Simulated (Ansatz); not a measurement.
BeF2 (SMILES [F][Be][F]), charge 0, multiplicity 1, relaxed at each level with Ansatz (a first-principles code); harmonic frequencies from differences of analytic forces, average atomic masses, frozen cores.

```
level               F1–Be2 (Å)  Be2–F3 (Å)  F1–Be2–F3 (°)  dipole (D)
------------------  ----------  ----------  -------------  ----------
HF/def2-TZVPP           1.3658      1.3658          180.0        0.00
PBE/def2-TZVPP          1.3906      1.3906          180.0        0.00
r2SCAN/def2-TZVPP       1.3818      1.3818          180.0        0.00
B3LYP/def2-TZVPP        1.3813      1.3813          180.0        0.00
PBE0/def2-TZVPP         1.3783      1.3783          180.0        0.00
wB97X-V/def2-TZVPP      1.3851      1.3851          180.0        0.00
MP2/cc-pVTZ             1.3858      1.3858          180.0        0.00
CCSD(T)/cc-pVDZ         1.4168      1.4168          180.0        0.00
CCSD(T)/cc-pVTZ         1.3821      1.3821          180.0        0.00
CCSD(T)/cc-pVQZ         1.3784      1.3784          180.0        0.00
```
